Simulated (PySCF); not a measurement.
The numbers are results of PBE0-D4/def2-TZVP // PBE0-D4/def2-SVP (PySCF), not measurements. Isolated molecules, 0 K electronic values unless said otherwise. Excitations are Tamm–Dancoff values on a coarser integration grid. The basis has no diffuse functions, so Rydberg states are missing or too high.

Reference species (SMILES): `[SiH3]c1c(Cl)ccc2ccccc12` (neutral, multiplicity 1).

- HOMO = -6.57 eV
- S1 excitation (TDA) = 4.37 eV
- S1–T1 gap (TDA) = 1.45 eV

Changed species: `[SiH3]c1cc(Cl)cc2ccccc12`.

Question: Predict the effect on the HOMO, S1 excitation (TDA) and S1–T1 gap (TDA).

Answer: the HOMO decreases by 0.04 eV, to -6.61 eV; the S1 excitation (TDA) falls by 0.04 eV, to 4.33 eV; the S1–T1 gap (TDA) falls by 0.02 eV, to 1.43 eV.
